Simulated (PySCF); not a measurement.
**How the method moves the HOMO and LUMO of `F[SiH2][SiH2][SiH3]`**

Species: FH₇Si₃.
Cartesian coordinates in Å at the PBE0-D3(BJ)/def2-SVP level; atoms count from 1:
```
atom  x, y, z in Å
F1     1.5598   -1.6047   -0.8555
Si2    1.8386   -0.4672    0.2845
Si3    0.0359    1.0296    0.1999
Si4   -1.8534   -0.2229   -0.4052
H5     3.1618    0.1576   -0.0068
H6     1.8952   -1.1538    1.6091
H7     0.2881    2.1164   -0.7980
H8    -0.1514    1.6526    1.5489
H9    -1.9639   -1.4086    0.4983
H10   -1.7062   -0.6928   -1.8151
H11   -3.0982    0.5965   -0.2860
```

Basis pcSseg-2 throughout (PySCF), one geometry. The structure is a single PBE0-D3(BJ)/def2-SVP conformer in the gas phase; no vibrational or solvent corrections.

Task: How do the orbital energies, the gap and the dipole change with the method?

Result: 
```
   method                    kind  HOMO (eV)  LUMO (eV)  gap (eV)  μ (D)  SCF cycles
     BLYP                     GGA      -6.85      -1.57      5.28   1.37          13
    B97-D                     GGA      -6.96      -1.55      5.41   1.35          14
     OPBE                     GGA      -6.99      -1.59      5.40   1.30          14
      PBE                     GGA      -6.99      -1.73      5.26   1.35          14
      KT2                     GGA      -7.06      -1.82      5.24   1.38          14
      LDA                     LDA      -7.07      -1.94      5.13   1.42          13
      KT3                     GGA      -7.08      -1.73      5.35   1.37          14
     BP86                     GGA      -7.08      -1.75      5.33   1.35          13
    B97-2           global hybrid      -7.86      -0.88      6.98   1.44          12
    B3LYP           global hybrid      -7.88      -1.08      6.80   1.47          12
     PBE0           global hybrid      -8.09      -0.91      7.18   1.46          11
 mPW1PW91           global hybrid      -8.12      -0.90      7.21   1.46          12
BHandHLYP           global hybrid      -9.07      -0.03      9.04   1.58          11
CAM-B3LYP  range-separated hybrid      -9.32       0.09      9.42   1.52          12
  wB97X-D  range-separated hybrid      -9.86       0.84     10.70   1.48          12
       HF            Hartree–Fock     -10.60       2.07     12.67   1.64          10
  LC-wPBE  range-separated hybrid     -10.62       1.18     11.79   1.51          12
```

The HOMO spans 3.77 eV, from BLYP down to LC-wPBE, and the gap runs from 5.13 eV (LDA) to 12.67 eV (HF). Over the methods BLYP (0 %), B97-D (0 %), OPBE (0 %), PBE (0 %), KT2 (0 %), LDA (0 %), KT3 (0 %), BP86 (0 %), B97-2 (21 %), B3LYP (20 %), PBE0 (25 %), mPW1PW91 (25 %), BHandHLYP (50 %), HF (100 %), a straight line through the gap against the share of exact exchange rises by 0.74 eV for each 10 % (correlation coefficient 0.999). The dipole ranges from 1.30 D (OPBE) to 1.64 D (HF). This basis has no diffuse functions.
